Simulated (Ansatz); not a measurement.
## SnH2F2 (SMILES [F][SnH2][F]): the energy, rung by rung

SnH2F2: 5 atoms, total charge 0, spin state singlet. SMILES: `[F][SnH2][F]`. Geometry: optimised at r2SCAN/def2-SVP.

```xyz
5

F    -0.3482   -0.3601    1.7624
Sn    0.1323   -0.0749   -0.0884
F    -1.2463    1.1242   -0.7204
H    -0.0834   -1.5570   -0.8965
H     1.5956    0.7939   -0.0984
```

Each level gives the dissociation energy of the H5–Sn2 bond into doublet H and doublet SnHF2 (shapes relaxed at r2SCAN/def2-SVP, no zero-point term) (eV). The values are calculated.

```csv
level,kind,program,value (eV),CPU time (all runs)
HF/def2-TZVPP (core potential),Hartree–Fock,Ansatz,2.61,2.1 s
PBE/def2-TZVPP (core potential),GGA,Ansatz,3.06,3.1 s
r2SCAN/def2-TZVPP (core potential),meta-GGA,Ansatz,3.16,5.5 s
B3LYP/def2-TZVPP (core potential),global hybrid,Ansatz,3.20,4.2 s
PBE0-D4/def2-TZVPP (core potential),global hybrid,Ansatz,3.19,4 s
wB97M-V/def2-TZVPP (core potential),range-separated hybrid,Ansatz,3.33,13 s
```

Spin-orbit coupling, which can split open shells on such heavy atoms by tenths of an eV, is left out. The values span 2.61 to 3.33 eV. Hartree–Fock misses the correlation of the electron pair that is broken and comes out low. Measured bond enthalpies also hold zero-point and thermal terms, a few tenths of an eV less. Times are those of the runs behind each value, whatever else they computed, on shared processors of several kinds: orders of magnitude only.
